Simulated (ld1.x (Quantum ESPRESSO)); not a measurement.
# How hard is this boron (B) RRKJ potential?

boron (B), norm-conserving RRKJ (Kleinman–Bylander form), made with ld1.x (Quantum ESPRESSO) 7.5 (PBEsol, scalar-relativistic). Core [He], reference 2s1 2p2. Waves: 2s (bound): rc 1.70 bohr; 3d channel at 0.2 Ry: rc 3.25 bohr; 2p (bound): rc 3.10 bohr. Local part: the p channel. Core correction: Bessel-smoothed model core, default radius (core density twice the valence density). rho0 = 0.005.

The pseudo-atom Hamiltonian at the reference potential is diagonalised in spherical Bessel functions j_l(qr) that vanish at 20 bohr, with q² up to the cutoff. All-electron valence levels (Ry): 2s -0.7237, 2p -0.2952.

Question: How do the lowest levels (Ry) of each channel move with the cutoff, and are there ghosts?

Answer:

```
cutoff (Ry)     s #1     s #2    d #1     p #1    p #2    f #1    f #2  Σ f·Δε (mRy)
          8  -0.6629  -0.0107  0.0649  -0.2686  0.0288  0.1124  0.2426         114.1
         10  -0.6748  -0.0112  0.0649  -0.2861  0.0279  0.1124  0.2426          67.2
         12  -0.6873  -0.0117  0.0649  -0.2930  0.0275  0.1124  0.2426          40.9
         15  -0.6985  -0.0122  0.0649  -0.2951  0.0274  0.1124  0.2426          25.5
         18  -0.7111  -0.0129  0.0649  -0.2951  0.0274  0.1124  0.2426          12.8
         21  -0.7166  -0.0132  0.0649  -0.2952  0.0274  0.1124  0.2426           7.3
         25  -0.7201  -0.0134  0.0649  -0.2952  0.0274  0.1124  0.2426           3.7
         30  -0.7227  -0.0136  0.0649  -0.2952  0.0274  0.1124  0.2426           1.1
         35  -0.7235  -0.0136  0.0649  -0.2952  0.0274  0.1124  0.2426           0.2
         40  -0.7237  -0.0136  0.0649  -0.2952  0.0274  0.1124  0.2426           0.0
         45  -0.7237  -0.0136  0.0649  -0.2952  0.0274  0.1124  0.2426           0.0
        400  -0.7238  -0.0136  0.0649  -0.2952  0.0274  0.1124  0.2426           0.0
```

Result: no extra level below or beside the all-electron valence levels (s, d, p, f tested); 10 mRy is reached at 21 Ry and 1 mRy at 35 Ry.

Its largest configuration-test error is +487 meV.
